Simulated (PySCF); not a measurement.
```xyz
3
charge -1 multiplicity 3, angstrom
Ta    0.0000    0.0000   -0.2806
S     1.9540    0.0000    0.7861
S    -1.9540    0.0000    0.7861
```

Computed with PySCF, UPBE0, basis Ta def2-SVPD with ECP60, S def2-SVPD (scalar-relativistic core potentials, no spin–orbit coupling, density fitting).

This geometry of [TaS2]- is a stationary point at this level.

Question: What is the point group?

Answer: C2v.

Question: Is it a minimum?

Answer: Yes: all harmonic wavenumbers are real.

Question: Give the atomic charges and bond orders.

Answer: 
| atom | Mulliken | Löwdin | polar tensor | spin (Mulliken) | Mayer order to Ta1 |
| --- | --- | --- | --- | --- | --- |
| Ta1 | 0.62 | -0.26 | 0.73 | 2.37 | – |
| S2,3 | -0.81 | -0.37 | -0.86 | -0.18 | 1.66 |

Question: Give the ideal-gas entropy at 298.15 K and 1 bar by parts.

Answer: translation 177.5, rotation 105.9, vibration 19.8, spin 9.1; total 312.2 J/(mol K).

Other isomers or separated fragments may lie lower. Open d and f shells are described by one determinant, and the ground state may have another occupation or spin. The lowest empty level of this anion is unbound, so it and the gap depend on the basis. At this level a broken-symmetry Ms = 0 minimum of C2v symmetry lies 6 kJ/mol below this structure. No spin–orbit coupling is included, which matters more the heavier the element.
